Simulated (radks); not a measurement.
Neutral rubidium inside a hard spherical wall (all orbitals vanish at R), configuration held at [Kr] 5s1 and not refilled when levels cross. All-electron calculation, scalar-relativistic Kohn-Sham, r2SCAN, spin-polarised, spherical densities, finite nucleus; open shells are filled with parallel spins first (spin-orbit coupling, left out, can overturn this in heavy ions); meta-GGA in the generalised Kohn-Sham scheme; Fermi nuclear charge, rms radius 4.2036 fm. Program: a radial shooting solver on a logarithmic mesh with Libxc functionals. Eigenvalues in eV for spin up, with the zero of energy where the potential of the charges vanishes at infinity; a dash marks a level that is unbound or too diffuse for the functional's potential to be trusted. A positive occupied level is held by the wall or, in an anion where self-interaction has pushed it up, behind a barrier. The pressure on the wall is -dE/dV.

\begin{tabular}{lrrrrrrrrr}
R (bohr) & E (hartree) & kinetic (hartree) & e(3d) & e(4s) & e(4p) & e(5s) & e(5p, empty) & e(6s, empty) & pressure (GPa) \\ \hline
free & -2981.68263 & 3053.799 & -105.70 & -33.033 & -16.541 & -2.495 & -0.848 & - & 0 \\
12 & -2981.68145 & 3053.809 & -105.58 & -32.923 & -16.433 & -2.419 & -0.603 & 2.122 & 0.0149 \\
10 & -2981.67726 & 3053.832 & -105.36 & -32.701 & -16.217 & -2.222 & -0.143 & 4.174 & 0.0925 \\
8 & -2981.65974 & 3053.906 & -104.82 & -32.190 & -15.724 & -1.561 & 1.165 & 9.066 & 0.603 \\
7 & -2981.63529 & 3053.993 & -104.36 & -31.754 & -15.311 & -0.739 & 2.626 & 13.986 & 1.67 \\
6 & -2981.58144 & 3054.172 & -103.63 & -31.103 & -14.705 & 0.941 & 5.376 & 22.464 & 5.20 \\
5 & -2981.44704 & 3054.638 & -102.23 & -29.949 & -13.623 & 4.794 & 11.053 & 38.181 & 20.2 \\
3 & -2979.15083 & 3062.959 & -86.737 & -18.547 & -1.197 & 49.099 & 64.094 & 158.48 & 1010 \\
2 & -2966.79587 & 3100.292 & -47.930 & 22.074 & 45.858 & 196.83 & 221.04 & 471.90 & 18000 \\
1.5 & -2935.28253 & 3185.493 & 6.029 & 113.85 & 146.86 & 471.92 & 498.40 & 994.55 & 123000 \\
\end{tabular}
